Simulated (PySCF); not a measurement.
## Polarisability and C₆ of Pt³⁺ (platinum, charge +3)

[Xe] 4f14 5d7, high-spin 4F determinant. Computed with PySCF 2.14 in aug-cc-pVTZ-PP with one added diffuse shell each of s, p, d, f, g type with ECP60MDF (7s7p6d4f3g, 113 functions), with a scalar-relativistic core potential. Coupled (time-dependent) response in atomic units; α is the mean over directions.

| method | mean α (bohr³) | C₆ (like pair) | S(−4) |
| --- | --- | --- | --- |
| PBEsol | 6.590 | 37.51 | 8.152 |

S(−4) is the Cauchy moment in α(ω) = α(0) + S(−4) ω² + …

Spin-orbit coupling is absent.

α(iu) at PBEsol:

```
u (hartree)  α(iu) (bohr³)
          0          6.590
     0.0500          6.570
      0.100          6.510
      0.200          6.290
      0.300          5.973
      0.500          5.231
      0.750          4.353
       1.00          3.627
       1.50          2.579
       2.00          1.898
       3.00          1.124
       5.00         0.5067
```

A single London oscillator, α(iu) = α/(1 + u²/ω²), gives C₆ = (3/4) ω α². Matching the computed C₆ needs ω = 4 × 37.51 / (3 × 6.590²) = 1.15 hartree.

For an ion, C₆ is the dispersion term alone; charge-induced terms of lower order in 1/R come first.

Energies and moments cover only the electrons outside the core potential. Spin-orbit coupling, absent here, splits the open shell strongly.
